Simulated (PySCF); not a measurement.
# What a mistake does to a calculation on BCH4 cation

All numbers below are calculated, not measured. The program is PySCF 2.14.0, an open-source quantum chemistry code, run on an isolated molecule that a program drew, which may never have been made. The molecule is BCH4 cation (charge +1, singlet), drawn as the SMILES string `[BH+]C`.

Each row is a Hartree-Fock (HF) and frozen-core CCSD(T) single point in the cc-pVDZ basis, meant for a local HF minimum. Run 1 is clean. Each other run has one planted mistake out of seven kinds, and not every kind appears here: one electron removed, one electron added, multiplicity raised by two, geometry at a saddle point, minimal basis STO-3G, one bond length entered in bohr, all coordinates scaled. The reference is restricted for singlets and unrestricted otherwise, and also for a bond in bohr. Adding or removing an electron swaps singlet and doublet. Electrons count all cores. HOMO and LUMO are orbital energies over both spins, the gradient is its largest component, and the lowest frequency (negative if imaginary) is given only where the gradient is small. Bond lengths are over the 5 bonds as drawn. T1 is the CCSD diagnostic: over 0.02 (restricted) or 0.045 (unrestricted) a single reference is doubtful.

Geometry of the clean run:
```xyz
6
BCH4 cation, angstrom
B     1.0518    0.2986   -2.0885
C    -0.0025    0.0648   -1.0719
H     1.8871    0.4839   -2.8939
H     0.4522   -0.3249   -0.1511
H    -0.5180    1.0092   -0.8508
H    -0.7292   -0.6644   -1.4547
```

```
run  electrons  basis functions  <S^2>  HOMO (eV)  LUMO (eV)  gradient (hartree/bohr)  lowest frequency (cm^-1)  mean bond (Å)  longest bond (Å)      T1  HF (hartree)  CCSD(T) (hartree)                          mistake
  1         14               48  0.000     -22.10      -5.00                  2.2e-05                       551         1.1907             1.483  0.0125     -64.56914          -64.80524                         no fault
  2         14               14  0.000     -21.97      -3.18                  7.9e-03                         -         1.1907             1.483  0.0104     -63.81649          -63.92692             minimal basis STO-3G
  3         14               48  0.699     -18.58      -6.20                  2.0e-02                         -         1.3861             2.076  0.0839     -64.44155          -64.67603  one bond length entered in bohr
  4         14               48  0.000     -21.67      -5.07                  2.1e-02                         -         1.2323             1.535  0.0129     -64.56401          -64.80299           all coordinates scaled
  5         14               48  2.011     -15.24     -10.66                  1.3e-01                         -         1.1907             1.483  0.0505     -64.32909          -64.55384                                ?
```

**Which mistake was planted in run 5, and what did it cost?**

Electrons, basis and geometry are unchanged, and <S^2> is 2.011, beside S(S+1) = 2.00 for a multiplicity of 3. So the mistake is: multiplicity raised by two. Subtracting run 1 and multiplying by 627.51 kcal/mol a hartree, the energy moved by 150.6 kcal/mol in HF and 157.8 kcal/mol in CCSD(T).

Cautions from the logs. Run 3: T1 is over the limit, so its CCSD(T) energy is less reliable; run 5: T1 is over the limit, so its CCSD(T) energy is less reliable.
